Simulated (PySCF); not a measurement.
Level of theory: B3LYP-D3(BJ)/def2-TZVP // BP86-D3(BJ)/def2-SVP (PySCF). Gas-phase values, no solvent. B3LYP has the VWN-RPA correlation part, as in Gaussian. 

Reference species: [Ti(F)4] (neutral, multiplicity 1).

```json
{
  "HOMO–LUMO gap": "8.68 eV",
  "charge on the central atom (Mulliken)": "1.67 e",
  "coordination_number": "4"
}
```

Changed species: [Ti(F)(H)3] (3 of 4 F replaced by H; the reference has 0 of 4 F replaced by H).

**Question.** What does the change do to the HOMO–LUMO gap, charge on the central atom (Mulliken) and coordination number?

**Answer.** the HOMO–LUMO gap falls by 3.17 eV, to 5.51 eV; the charge on the central atom (Mulliken) falls by 0.82 e, to 0.85 e; the coordination number hardly moves.
